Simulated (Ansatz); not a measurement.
Species: SnF, charge 0, doublet. SnF (SMILES [F][Sn], doublet).
B3LYP-D3(BJ)/def2-TZVP minimum from Ansatz (a quantum-chemistry and plane-wave program):
```
Sn
F 1 1.9637
```
Charge 0, spin multiplicity 2.

Property: atomisation energy (electronic, to ground-state atoms), in kcal/mol. Radicals and triplets start from unrestricted determinants; spin-orbit coupling is neglected. Cores are frozen in correlated methods (noble-gas shells, and filled d and f shells in the p block). Past Kr the def2 sets carry scalar-relativistic core potentials. CBS(X,Y): correlation extrapolated as X^-3, Hartree-Fock from the larger set. A bracket is a step between two methods taken in the basis named. Spin-orbit terms, left out, reach several kcal/mol for Br and I, and more for heavier atoms. The spin of FSn ([F][Sn], doublet) was assumed, and the state is the lowest solution found for it.

CCSD(T)/CBS(def2-TZVPP,def2-QZVPP) + [CCSDT(Q) - CCSD(T)]/def2-QZVPP + [CCSDTQ - CCSDT(Q)]/def2-SVP (Ansatz) gives 116.7 kcal/mol.

**Question.** How far off this value is PBE/def2-TZVPD (Ansatz), in which direction, and how far these levels: B3LYP/def2-TZVPD, PBE0/def2-TZVPD, wB97M-V/def2-TZVPD, B2PLYP/def2-TZVPD, CCSD(T)/CBS(def2-TZVPP,def2-QZVPP)?

**Answer.** PBE gives 121.9 kcal/mol, 5.2 kcal/mol above it. Differences of the others: B3LYP/def2-TZVPD (Ansatz) -0.9; PBE0/def2-TZVPD (Ansatz) -4.1; wB97M-V/def2-TZVPD (Ansatz) -1.3; B2PLYP/def2-TZVPD (Ansatz) -0.5; CCSD(T)/CBS(def2-TZVPP,def2-QZVPP) (Ansatz) 0.0 kcal/mol.
